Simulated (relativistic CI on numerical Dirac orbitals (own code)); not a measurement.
Er XLIII: sensitivity of the levels to the model

Base calculation: Dirac-Coulomb-Breit CI, KLI orbitals optimised for each configuration, a model potential for QED, unscaled Slater integrals.

CI space (outside the closed core [Ne]): 3s²3p⁶3d⁸, 3s²3p⁵3d⁹, 3s²3p⁴3d¹⁰, 3s3p⁶3d⁹, 3p⁶3d¹⁰, 3s3p⁵3d¹⁰, 3s²3p⁶3d⁷4s, 3s²3p⁶3d⁷4p, 3s²3p⁴3d⁹4s, 3s²3p⁶3d⁷4d, 3s²3p⁴3d⁹4p, 3s²3p⁵3d⁸4s, 3s²3p⁶3d⁷4f, 3s²3p⁴3d⁹4d, 3s3p⁵3d⁹4s, 3s²3p⁵3d⁸4p. Levels of other configurations are missing.

Variants: (1) P86 correlation estimate; (2) QED terms removed; (3) one mean potential for all configurations. Shifts of the energy above 3s²3p⁶3d⁸ ³F4, in eV, for the lowest level and the first level of each name with at least 55 % of one term (blank where a level changes its place among those of its configuration and J or its character, or is not in the variant):

```tsv
Level	Base	Δ(1)	Δ(2)	Δ(3)
3s²3p⁶3d⁸ ³F4	0.000	0.000	0.000	0.000
3s²3p⁶3d⁸ ³P0	24.860	+0.001	-0.002	-0.005
3s²3p⁶3d⁸ ³F3	42.545	0.000	-0.118	+0.015
3s²3p⁶3d⁸ ³P1	55.567	0.000	-0.118	+0.011
3s²3p⁶3d⁸ ¹G4	56.385	0.000	-0.116	+0.011
3s²3p⁶3d⁸ ³F2	91.415	0.000	-0.236	+0.028
3s²3p⁵3d⁹ ³F°4	364.768	+0.260	+0.382	-0.106
3s²3p⁵3d⁹ ¹D°2	373.236	+0.260	+0.381	-0.102
3s²3p⁵3d⁹ ³D°3	387.125	+0.261	+0.375	-0.100
3s²3p⁵3d⁹ ³D°2	421.524	+0.260	+0.264	-0.101
3s²3p⁵3d⁹ ³P°0	427.664	+0.261	+0.263	-0.101
3s²3p⁵3d⁹ ³F°3	430.177	+0.260	+0.268	-0.104
3s²3p⁵3d⁹ ³F°2	615.732	+0.260	+0.008	-0.104
3s²3p⁴3d¹⁰ ³P2	755.280	+0.473	+0.979	-0.105
```

At this charge energies of transitions that change n are usually good to better than 1 %, and those within a shell (Δn = 0) to a few per cent.

Ionisation energy from the two ground configurations alone: base 3381.37 eV; P86 correlation estimate 3383.53 eV. The NIST ASD value (theoretical) is 3381 eV.

LS names give the leading component of a level, which can be under half, so a name can repeat, a term be missing and a line seem to break the LS rules.
